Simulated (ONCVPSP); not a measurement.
# How hard is this mercury (Hg) ONCV potential?

- Element: Hg (Z = 80)
- Generator: ONCVPSP 4.0.1
- Type: optimised norm-conserving Vanderbilt (ONCV)
- Functional: PBE
- Relativity: scalar-relativistic
- Frozen core: [Kr] 4d10 4f14
- Valence charge: 20
- Reference configuration: 5s2 5p6 5d10 6s1 (charge +1)
- Partial waves: 5s+6s: rc 1.88 bohr, ncon 4, nbas 8, qcut 8.6 1/bohr, 2 projectors; 5p: rc 2.20 bohr, ncon 4, nbas 8, qcut 6.2 1/bohr, 2 projectors, debl 3 Ha; 5d: rc 1.94 bohr, ncon 5, nbas 8, qcut 5.5 1/bohr, 3 projectors, debl 4 Ha
- Local potential: polynomial inside 1.32 bohr (lpopt 4, dvloc0 0 Ha)
- Core correction: none

In the p channel the program set the typed energies aside and used -2.779, 0.050 Ha.

Question: For each optimised wave give the share of its norm inside rc, the residual kinetic energy above qcut (Ha) and the cutoffs (Ha) for errors of 10, 1, 0.1 and 0.01 mHa per electron.

Answer:

| wave | norm inside rc | residual KE | 10 mHa | 1 mHa | 0.1 mHa | 0.01 mHa |
| --- | --- | --- | --- | --- | --- | --- |
| 5s | 0.995 | 8.9e-09 | 7.7 | 18.5 | 23.6 | 27.6 |
| 6s | 0.234 | 3.4e-08 | 8.0 | 20.2 | 25.6 | 29.8 |
| 5p | 0.994 | 4.1e-06 | 11.9 | 14.6 | 16.6 | 19.1 |
| p projector 2 | 0.081 | 1.3e-06 | 8.7 | 12.4 | 15.2 | 17.5 |
| 5d | 0.812 | 8.6e-03 | 14.9 | 43.7 | 56.9 | 63.8 |
| d projector 2 | 0.112 | 1.6e-02 | 16.1 | 29.5 | 61.6 | 73.9 |
| d projector 3 | 0.086 | 7.5e-02 | 19.4 | 34.0 | 86.0 | 101.2 |

The occupied waves need 44 Ha and 57 Ha for 1 and 0.1 mHa.
